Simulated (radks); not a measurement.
These are the eigenvalues of the occupied orbitals of an atom or ion with whole-number occupations (eV). Method: scalar-relativistic Kohn-Sham, LDA (Slater exchange, VWN5 correlation), spin-polarised, spherical densities, finite nucleus; Fermi nuclear charge, rms radius of each element as measured or else 0.836 A^(1/3) + 0.57 fm; computed with a radial shooting solver on a logarithmic mesh with Libxc functionals.

1s: -37229.74
2s: -5896.387
2p: -5291.845
3s: -1254.146
3p: -1060.262
3d: -777.7554
4s: -255.8585
4p: -193.2364
4d: -102.2581
5s: -46.2273
5p: -31.0778

Which element is it, and in what charge state? The configuration may be excited. Open shells, if any, are filled with parallel spins first.

Answer. Z = 56, barium, charge +2: Ba2+ in [Xe]. The list shows which subshells hold electrons but not how many an open one holds; the 1s level, -1368.2 hartree, gives Z - s = 52.3 by -(Z - s)^2/2, which with screening and relativity narrows Z to a few neighbours, and the depths of the outer levels then fix element, charge and occupations together.
